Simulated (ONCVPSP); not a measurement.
**u(r) = r·R(r): atom against pseudo-atom (Sc)**

Columns: radius, all-electron u(r) and pseudo u(r) of the 3s shell (level -65.89 eV) of scandium in the configuration [Ne] 3s2 3p6 3d1 4s0.5; PBEsol, scalar-relativistic, ONCV scheme, ONCVPSP 4.0.1.

```json
{"r (bohr)": "0.093", "all-electron": "0.0226", "pseudo": "0.0473"}
{"r (bohr)": "0.185", "all-electron": "-0.4910", "pseudo": "0.1139"}
{"r (bohr)": "0.278", "all-electron": "-0.5134", "pseudo": "0.2147"}
{"r (bohr)": "0.370", "all-electron": "-0.2238", "pseudo": "0.3493"}
{"r (bohr)": "0.463", "all-electron": "0.1617", "pseudo": "0.5110"}
{"r (bohr)": "0.555", "all-electron": "0.5100", "pseudo": "0.6780"}
{"r (bohr)": "0.648", "all-electron": "0.7789", "pseudo": "0.8326"}
{"r (bohr)": "0.740", "all-electron": "0.9533", "pseudo": "0.9529"}
{"r (bohr)": "0.833", "all-electron": "1.0467", "pseudo": "1.0297"}
{"r (bohr)": "0.925", "all-electron": "1.0742", "pseudo": "1.0587"}
{"r (bohr)": "1.018", "all-electron": "1.0540", "pseudo": "1.0451"}
{"r (bohr)": "1.110", "all-electron": "1.0023", "pseudo": "0.9986"}
{"r (bohr)": "1.203", "all-electron": "0.9302", "pseudo": "0.9292"}
{"r (bohr)": "1.295", "all-electron": "0.8488", "pseudo": "0.8486"}
{"r (bohr)": "1.388", "all-electron": "0.7628", "pseudo": "0.7628"}
{"r (bohr)": "1.480", "all-electron": "0.6788", "pseudo": "0.6787"}
{"r (bohr)": "1.573", "all-electron": "0.5977", "pseudo": "0.5976"}
{"r (bohr)": "1.665", "all-electron": "0.5231", "pseudo": "0.5230"}
{"r (bohr)": "1.758", "all-electron": "0.4543", "pseudo": "0.4542"}
{"r (bohr)": "1.850", "all-electron": "0.3930", "pseudo": "0.3930"}
{"r (bohr)": "1.943", "all-electron": "0.3380", "pseudo": "0.3380"}
{"r (bohr)": "2.035", "all-electron": "0.2900", "pseudo": "0.2900"}
{"r (bohr)": "2.128", "all-electron": "0.2476", "pseudo": "0.2476"}
{"r (bohr)": "2.220", "all-electron": "0.2112", "pseudo": "0.2111"}
{"r (bohr)": "2.313", "all-electron": "0.1793", "pseudo": "0.1793"}
{"r (bohr)": "2.405", "all-electron": "0.1522", "pseudo": "0.1522"}
```

Problem. How many radial nodes do the two functions have?

Solution. The all-electron 3s function has n − l − 1 = 2; the pseudo-wave has 0, since the states of the same l below it are removed with the core.

Problem. At about which radius was the pseudo-wave matched?

Solution. 1.40 bohr. The columns agree to 0.0005 from 1.29 bohr on; several derivatives are matched, so the curves merge somewhat inside the radius.

Problem. Where does each function peak?

Solution. Outermost all-electron maximum near 0.93 bohr, pseudo maximum near 0.93 bohr (to the table’s step).

Problem. Is the pseudo-wave norm-conserving?

Solution. Yes: the ONCV scheme keeps the norm inside the radius equal to the all-electron one, which fixes the energy derivative of the logarithmic derivative at the level.
